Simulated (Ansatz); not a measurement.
The first iterations of a band of Cl2Zn + H2 (5 atoms, charge 0, multiplicity 1).

Theory: RKS PBE0-D4/def2-SVP in Ansatz.

```
movable images  : 9
climbing image  : yes
spring          : 0.5 eV/Å²
optimiser       : quadratic models (default)
start path      : through a guess of the saddle point
force threshold : 0.03 eV/Å
iteration limit : 52
end points      : relaxed
```

Initial state:

```xyz
5
Properties=species:S:1:pos:R:3
Zn 0.265 0.000 0.293
Cl 0.813 0.000 2.326
Cl -0.092 0.000 -1.781
H -2.224 0.000 0.461
H -2.048 0.000 1.205
```

Final state:

```xyz
5
Properties=species:S:1:pos:R:3
Zn -0.981 0.000 -0.552
Cl 0.190 0.000 2.034
Cl 0.878 0.000 -1.579
H -2.439 0.000 -0.068
H -0.933 0.000 2.667
```

| iteration | highest image above the first end (eV) | largest band force component (eV/Å) |
| --- | --- | --- |
| 1 | 2.160 | 5.670 |
| 2 | 1.588 | 1.900 |
| 3 | 1.344 | 0.696 |

Q: Does the band converge within its limit, and where does its top end?

A: The forces met the threshold. It ended after 11 iterations with the highest image 1.307 eV above the first end. Another band between the same ends (9 images) ends at a top of the same energy, where a vibrational analysis finds 1 clearly imaginary mode. The orbitals stay closed-shell, which can raise the energy where a bond breaks towards radicals; this wasn't checked here.

The run took 5.6 min on 1 thread of Arm Neoverse V1, with other jobs on the host, peak memory 0.18 GiB.
